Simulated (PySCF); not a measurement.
# `N#CCCC(=O)F`, C$_{4}$H$_{4}$FNO

Geometry:
```json
{"atom": "N1", "x (Å)": "2.246", "y (Å)": "0.359", "z (Å)": "-1.810"}
{"atom": "C2", "x (Å)": "1.621", "y (Å)": "-0.062", "z (Å)": "-0.952"}
{"atom": "C3", "x (Å)": "0.810", "y (Å)": "-0.612", "z (Å)": "0.109"}
{"atom": "C4", "x (Å)": "-0.679", "y (Å)": "-0.395", "z (Å)": "-0.181"}
{"atom": "C5", "x (Å)": "-1.070", "y (Å)": "1.033", "z (Å)": "0.028"}
{"atom": "O6", "x (Å)": "-0.465", "y (Å)": "1.923", "z (Å)": "0.506"}
{"atom": "F7", "x (Å)": "-2.346", "y (Å)": "1.239", "z (Å)": "-0.406"}
{"atom": "H8", "x (Å)": "1.030", "y (Å)": "-1.679", "z (Å)": "0.191"}
{"atom": "H9", "x (Å)": "1.086", "y (Å)": "-0.119", "z (Å)": "1.045"}
{"atom": "H10", "x (Å)": "-1.295", "y (Å)": "-1.004", "z (Å)": "0.489"}
{"atom": "H11", "x (Å)": "-0.933", "y (Å)": "-0.680", "z (Å)": "-1.206"}
```

Theory: PySCF, GIAO B97-2/pcSseg-1 magnetisability, rotational g tensor and spin-rotation constants, non-relativistic, gas phase. Geometry: GFN2-xTB.

(1) Give the nuclear spin-rotation constants along the inertial axes (H = +C I·J) beside the isotropic shieldings.

(2) How do the rotational constants and the g tensor change when H8, H9, H10, H11 are replaced by deuterium?

Answers

(1) Rotational constants 5.3697, 1.5820, 1.4749 GHz. A star marks the isotopologue with that one atom substituted, in its own axes.
| atom | isotope | Caa (kHz) | Cbb (kHz) | Ccc (kHz) | mean (kHz) | σ (ppm) |
| --- | --- | --- | --- | --- | --- | --- |
| N1 | 14N | 0.831 | 0.217 | 0.261 | 0.437 | -29.0 |
| F7 | 19F | 6.854 | 4.566 | 2.786 | 4.735 | 119.2 |
| H8 | 1H | -0.432 | -0.011 | -0.168 | -0.203 | 29.5 |
| H9 | 1H | -0.536 | -0.167 | 0.021 | -0.227 | 29.0 |
| H10 | 1H | -0.467 | -0.009 | -0.151 | -0.209 | 29.1 |
| H11 | 1H | -0.603 | -0.171 | 0.044 | -0.243 | 29.0 |
| C2 | 13C* | 1.617 | 0.406 | 0.488 | 0.837 | 66.6 |
| C3 | 13C* | 0.715 | 0.211 | 0.200 | 0.376 | 172.3 |
| C4 | 13C* | 0.785 | 0.273 | 0.253 | 0.437 | 153.5 |
| C5 | 13C* | 2.671 | 0.438 | 0.485 | 1.198 | 17.9 |
| O6 | 17O* | -2.522 | -0.675 | -0.512 | -1.236 | -111.3 |

For the geometry as given, no vibrational averaging.

(2) Constants 4.6995, 1.5400, 1.4206 GHz; g -0.0341, -0.0184, -0.0180, against -0.0371, -0.0193, -0.0182 before.
